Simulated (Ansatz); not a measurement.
Species: propane-2,2-diselenol, C$_{3}$H$_{8}$Se$_{2}$, charge 0, multiplicity 1. SMILES: CC(C)([SeH])[SeH]
Coordinates optimised at B3LYP-D3(BJ)/def2-TZVP (Ansatz, an electronic-structure program):
```
C
C 1 1.5232
H 2 1.0894 1 111.77
H 2 1.0907 3 108.20 1 120.99
H 2 1.0938 3 108.45 4 117.35
C 1 1.5232 2 111.62 3 178.54
H 6 1.0894 1 111.77 2 178.54
H 6 1.0907 7 108.20 1 120.99
H 6 1.0938 7 108.45 8 117.35
Se 1 1.9958 2 110.81 3 60.60
H 10 1.4704 1 95.07 2 -63.85
Se 1 1.9958 2 106.05 3 -60.69
H 12 1.4704 1 95.07 2 174.86
```
Charge 0, spin multiplicity 1.

Wanted: atomisation energy (electronic, to ground-state atoms), in eV. Correlated levels leave the core frozen unless marked. UHF or UKS for open shells. Spin-orbit coupling is left out. Frozen are the shells of the preceding noble gas and the d and f shells that filled before the atom's block. No relativistic terms. The coupled-cluster limit lacks core correlation, which all-electron functionals hold. CBS marks a two-point X^-3 extrapolation of the correlation energy; Hartree-Fock from the larger set.

```
level                                program  atomisation energy (eV)
----------------------------  --------------  -----------------------
PBE-D3(BJ)/def2-TZVPD         Ansatz + dftd3                      [?]
BLYP-D3(BJ)/def2-TZVPD        Ansatz + dftd3                      [?]
B97M-V/def2-TZVPD                     Ansatz                    47.06
B3LYP-D4/def2-TZVPD           Ansatz + dftd4                    47.04
PBE0/STO-3G                           Ansatz                    57.34
B2GP-PLYP/def2-TZVPD                  Ansatz                    46.16
PBE-QIDH/def2-TZVPD                   Ansatz                      [?]
RPA@PBE/cc-pVQZ                       Ansatz                      [?]
SCS-MP2/aug-cc-pVTZ                   Ansatz                    46.46
CCSD/STO-3G                           Ansatz                    49.26
CCSD/6-31G*                           Ansatz                    41.96
CCSD(T)/CBS(cc-pVTZ,cc-pVQZ)          Ansatz                    47.04
```

**Question.** Fill in the missing entries.

**Answer.** 
- PBE-D3(BJ)/def2-TZVPD, atomisation energy (eV): 48.04
- BLYP-D3(BJ)/def2-TZVPD, atomisation energy (eV): 46.91
- PBE-QIDH/def2-TZVPD, atomisation energy (eV): 46.68
- RPA@PBE/cc-pVQZ, atomisation energy (eV): 44.52
